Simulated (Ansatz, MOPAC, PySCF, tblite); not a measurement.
Potential energy curve for SLi (cation, charge +1), lowest singlet found (which spin is the ground state isn't settled by this scan).

- GFN2-xTB, 300 K electronic temperature (tblite)
- RKS-M06-2X/6-31G* = PySCF with restricted M06-2X/6-31G*, spherical d
- PM7, restricted, heats of formation (MOPAC)
- FCI = full CI/aug-cc-pVDZ, frozen core in Ansatz (a program for electronic structure)

Energies relative to the lowest point of each curve between 2.02 and 3.13 Å, where full CI is lowest, in kJ/mol; the last columns give the difference from FCI:

```json
[
 {"R / Å": "1.67", "GFN2-xTB": "203.6", "RKS-M06-2X/6-31G*": "277.4", "PM7": "84.7", "FCI": "293.0", "GFN2-xTB − FCI": "-89.4", "RKS-M06-2X/6-31G* − FCI": "-15.6", "PM7 − FCI": "-208.3"},
 {"R / Å": "1.83", "GFN2-xTB": "90.7", "RKS-M06-2X/6-31G*": "139.2", "PM7": "42.9", "FCI": "150.0", "GFN2-xTB − FCI": "-59.3", "RKS-M06-2X/6-31G* − FCI": "-10.9", "PM7 − FCI": "-107.1"},
 {"R / Å": "1.92", "GFN2-xTB": "55.2", "RKS-M06-2X/6-31G*": "90.8", "PM7": "27.3", "FCI": "99.6", "GFN2-xTB − FCI": "-44.4", "RKS-M06-2X/6-31G* − FCI": "-8.8", "PM7 − FCI": "-72.4"},
 {"R / Å": "2.02", "GFN2-xTB": "30.2", "RKS-M06-2X/6-31G*": "53.6", "PM7": "15.0", "FCI": "60.6", "GFN2-xTB − FCI": "-30.5", "RKS-M06-2X/6-31G* − FCI": "-7.0", "PM7 − FCI": "-45.6"},
 {"R / Å": "2.14", "GFN2-xTB": "13.0", "RKS-M06-2X/6-31G*": "25.5", "PM7": "5.9", "FCI": "30.5", "GFN2-xTB − FCI": "-17.6", "RKS-M06-2X/6-31G* − FCI": "-5.0", "PM7 − FCI": "-24.7"},
 {"R / Å": "2.22", "GFN2-xTB": "6.5", "RKS-M06-2X/6-31G*": "13.9", "PM7": "2.4", "FCI": "17.7", "GFN2-xTB − FCI": "-11.2", "RKS-M06-2X/6-31G* − FCI": "-3.8", "PM7 − FCI": "-15.3"},
 {"R / Å": "2.26", "GFN2-xTB": "4.4", "RKS-M06-2X/6-31G*": "9.7", "PM7": "1.3", "FCI": "12.9", "GFN2-xTB − FCI": "-8.6", "RKS-M06-2X/6-31G* − FCI": "-3.2", "PM7 − FCI": "-11.6"},
 {"R / Å": "2.33", "GFN2-xTB": "1.8", "RKS-M06-2X/6-31G*": "4.5", "PM7": "0.2", "FCI": "6.7", "GFN2-xTB − FCI": "-4.9", "RKS-M06-2X/6-31G* − FCI": "-2.2", "PM7 − FCI": "-6.5"},
 {"R / Å": "2.40", "GFN2-xTB": "0.5", "RKS-M06-2X/6-31G*": "1.5", "PM7": "0.0", "FCI": "2.8", "GFN2-xTB − FCI": "-2.3", "RKS-M06-2X/6-31G* − FCI": "-1.3", "PM7 − FCI": "-2.8"},
 {"R / Å": "2.51", "GFN2-xTB": "0.0", "RKS-M06-2X/6-31G*": "0.0", "PM7": "1.0", "FCI": "0.0", "GFN2-xTB − FCI": "0.0", "RKS-M06-2X/6-31G* − FCI": "0.0", "PM7 − FCI": "1.0"},
 {"R / Å": "2.65", "GFN2-xTB": "1.1", "RKS-M06-2X/6-31G*": "1.9", "PM7": "4.0", "FCI": "0.7", "GFN2-xTB − FCI": "0.5", "RKS-M06-2X/6-31G* − FCI": "1.2", "PM7 − FCI": "3.3"},
 {"R / Å": "2.78", "GFN2-xTB": "3.0", "RKS-M06-2X/6-31G*": "6.0", "PM7": "7.8", "FCI": "3.9", "GFN2-xTB − FCI": "-0.9", "RKS-M06-2X/6-31G* − FCI": "2.1", "PM7 − FCI": "3.8"},
 {"R / Å": "2.96", "GFN2-xTB": "5.7", "RKS-M06-2X/6-31G*": "13.4", "PM7": "13.5", "FCI": "10.5", "GFN2-xTB − FCI": "-4.8", "RKS-M06-2X/6-31G* − FCI": "2.9", "PM7 − FCI": "3.0"},
 {"R / Å": "3.13", "GFN2-xTB": "9.1", "RKS-M06-2X/6-31G*": "21.0", "PM7": "19.0", "FCI": "17.5", "GFN2-xTB − FCI": "-8.4", "RKS-M06-2X/6-31G* − FCI": "3.5", "PM7 − FCI": "1.5"},
 {"R / Å": "3.39", "GFN2-xTB": "15.7", "RKS-M06-2X/6-31G*": "31.7", "PM7": "26.6", "FCI": "27.9", "GFN2-xTB − FCI": "-12.2", "RKS-M06-2X/6-31G* − FCI": "3.8", "PM7 − FCI": "-1.3"},
 {"R / Å": "3.75", "GFN2-xTB": "24.8", "RKS-M06-2X/6-31G*": "43.6", "PM7": "34.9", "FCI": "39.9", "GFN2-xTB − FCI": "-15.1", "RKS-M06-2X/6-31G* − FCI": "3.7", "PM7 − FCI": "-5.0"},
 {"R / Å": "4.12", "GFN2-xTB": "33.0", "RKS-M06-2X/6-31G*": "52.6", "PM7": "40.9", "FCI": "48.9", "GFN2-xTB − FCI": "-15.9", "RKS-M06-2X/6-31G* − FCI": "3.7", "PM7 − FCI": "-8.0"},
 {"R / Å": "4.60", "GFN2-xTB": "41.4", "RKS-M06-2X/6-31G*": "60.5", "PM7": "45.7", "FCI": "56.5", "GFN2-xTB − FCI": "-15.2", "RKS-M06-2X/6-31G* − FCI": "4.0", "PM7 − FCI": "-10.9"},
 {"R / Å": "5.08", "GFN2-xTB": "46.8", "RKS-M06-2X/6-31G*": "65.2", "PM7": "48.4", "FCI": "61.2", "GFN2-xTB − FCI": "-14.3", "RKS-M06-2X/6-31G* − FCI": "4.0", "PM7 − FCI": "-12.8"},
 {"R / Å": "5.88", "GFN2-xTB": "—", "RKS-M06-2X/6-31G*": "69.3", "PM7": "50.6", "FCI": "65.4", "GFN2-xTB − FCI": "—", "RKS-M06-2X/6-31G* − FCI": "3.9", "PM7 − FCI": "-14.9"},
 {"R / Å": "6.73", "GFN2-xTB": "—", "RKS-M06-2X/6-31G*": "71.6", "PM7": "51.3", "FCI": "67.8", "GFN2-xTB − FCI": "—", "RKS-M06-2X/6-31G* − FCI": "3.8", "PM7 − FCI": "-16.5"},
 {"R / Å": "7.98", "GFN2-xTB": "—", "RKS-M06-2X/6-31G*": "73.1", "PM7": "51.3", "FCI": "69.4", "GFN2-xTB − FCI": "—", "RKS-M06-2X/6-31G* − FCI": "3.7", "PM7 − FCI": "-18.1"}
]
```

GFN2-xTB is furthest from FCI at 1.67 (-89.4 kJ/mol, below); its mean absolute difference over the points is 18.7 kJ/mol.

RKS-M06-2X/6-31G* is furthest from FCI at 1.67 (-15.6 kJ/mol, below); its mean absolute difference over the points is 4.5 kJ/mol.

PM7 is furthest from FCI at 1.67 (-208.3 kJ/mol, below); its mean absolute difference over the points is 27.0 kJ/mol.

A dash means that the run gave no value there, or that the column was ended at a point which the program doubted or which failed a test of continuity chosen for this set; such a test can also cut sound points.

The restricted form behind RKS-M06-2X/6-31G*, PM7 keeps the bonding electrons paired and can't separate into open-shell fragments. Also computed but left out beside FCI, since their determinant holds another spin at the minimum (<S²> over 0.7 above the pure value): UHF, UMP2, UCCSD, UCCSD(T), UKS-PBE, UKS-CAM-B3LYP, UKS-B3LYP/6-31G*, UHF/6-31G*, UKS-M06-2X/6-31G*, UKS-B3LYP/6-311+G**.
